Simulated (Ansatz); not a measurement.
Calculated with Ansatz (gas phase, PBE0-D4/def2-TZVP geometries, no zero-point term in ΔE). CCSD(T)/CBS adds triple-zeta CCSD(T) − MP2 to the extrapolated MP2 energy (def2 sets, frozen cores). DFT in def2-TZVPP.

Consider the isomerisation: `[SiH3]C1BO1` → `B1OC[SiH2]1`.

`[SiH3]C1BO1`:

Z-matrix (Å, degrees):
```
Si
C 1 1.867
H 1 1.487 2 107.9
H 1 1.486 2 109.4 3 119.3
H 1 1.487 2 111.7 3 -119.8
B 2 1.516 1 124.3 3 -111.5
O 2 1.527 1 115.0 3 -170.8
H 2 1.090 1 117.1 3 56.3
H 6 1.183 2 157.7 1 84.2
```

`B1OC[SiH2]1`:

```xyz
9

B    -1.211   -0.527    0.538
O    -0.824    0.729    0.878
C     0.436    0.972    0.175
Si    0.419   -0.770   -0.634
H    -2.218   -0.999    0.969
H     0.316    1.839   -0.477
H     1.215    1.186    0.909
H     0.322   -0.771   -2.120
H     1.546   -1.659   -0.237
```

```json
{"level": "B2PLYP", "ΔE (kcal/mol)": "-5.7"}
{"level": "BLYP", "ΔE (kcal/mol)": "-4.7"}
{"level": "LC-ωPBE", "ΔE (kcal/mol)": "-7.6"}
{"level": "MP2/CBS(def2)", "ΔE (kcal/mol)": "-5.5"}
```

Question: What does CCSD(T)/CBS give? (Estimate.)

Answer: Computed: -7.2 kcal/mol. The listed levels differ from it by 1.5, 2.5, -0.4, 1.7 kcal/mol.

Question: What do rigid-rotor, harmonic-oscillator terms from PBE0-D4/def2-TZVP frequencies (298.15 K, 1 bar) make of the CCSD(T)/CBS value? (Best estimate.)

Answer: Ansatz gave: ΔZPE = +2.5 kcal/mol, ΔH = -5.2 kcal/mol, ΔS = -14 J/(mol·K), ΔG = -4.1 kcal/mol.

Largest T1 diagnostic among the species: 0.016.

From PBE to PBE0 (25 % exact exchange), in def2-TZVPP and without D4, ΔE moves by −0.9 kcal/mol. Leaving LDA and LC-ωPBE aside and taking each functional with its dispersion term where it has one, the values, not all of them listed here, spread over 3.0 kcal/mol, from PBE0-D4 to BLYP-D4. LDA lies −2.8 kcal/mol from PBE without D4.
